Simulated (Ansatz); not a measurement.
Question: Name a neutral molecule of C, O, Si and H with size of the dipole moment (ωB97M-V/def2-TZVPP) between 1.10 and 1.40 D and LUMO energy (B3LYP/def2-TZVPP) between -0.20 and 0.10 eV (Ansatz, PBE0-D4/def2-TZVP geometry).

Answer: `CC(O)O[SiH3]` (1.35 D, 0.00 eV); `O/C=C/[SiH3]` (1.38 D, -0.08 eV); `C[SiH]1C=CO1` (1.36 D, -0.18 eV); `C1OC[SiH2]O1` (1.29 D, -0.09 eV); `OC(O)O[SiH3]` (1.10 D, 0.07 eV); `O[Si]1([SiH3])CC1` (1.14 D, -0.17 eV). Other molecules can fit too; these were computed, each in one conformer that needn't be the lowest.

B3LYP here is the variant with VWN-RPA as its local correlation; programs differ in this.
